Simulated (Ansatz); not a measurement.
```xyz
12

C     0.3567    0.3998    1.6265
Ge   -0.4757   -0.2630    0.0056
N    -1.1561    1.1513   -0.9593
C     0.9227   -1.2705   -1.0388
O     2.0099   -1.5185   -0.5878
H     0.8180   -0.4230    2.1731
H    -0.3858    0.8855    2.2595
H     1.1356    1.1212    1.3750
H    -1.6663   -1.2126    0.2510
H    -0.4702    1.8119   -1.2967
H    -1.7691    0.8990   -1.7212
H     0.6803   -1.5810   -2.0868
```

Charge 0, multiplicity 1.

(1) List the ωB97M-V/def2-TZVPP orbital energies in eV (the Gaussian-basis code of Ansatz). (Best estimate.)

Results:

(1) Computed: Occupied: -10866.53, -1362.34, -1210.07, -1210.06, -1210.05, -526.37, -394.21, -283.74, -281.26, -174.17, -123.43, -123.42, -123.39, -36.28, -36.23, -36.21, -36.16, -36.15, -32.25, -26.27, -22.38, -19.79, -17.35, -16.05, -15.51, -14.62, -14.15, -13.66, -13.52, -12.36, -11.39, -10.52, -8.73. Lowest empty: 0.88, 2.35, 2.61, 3.48, 3.64, 4.10, 4.54, 4.82.
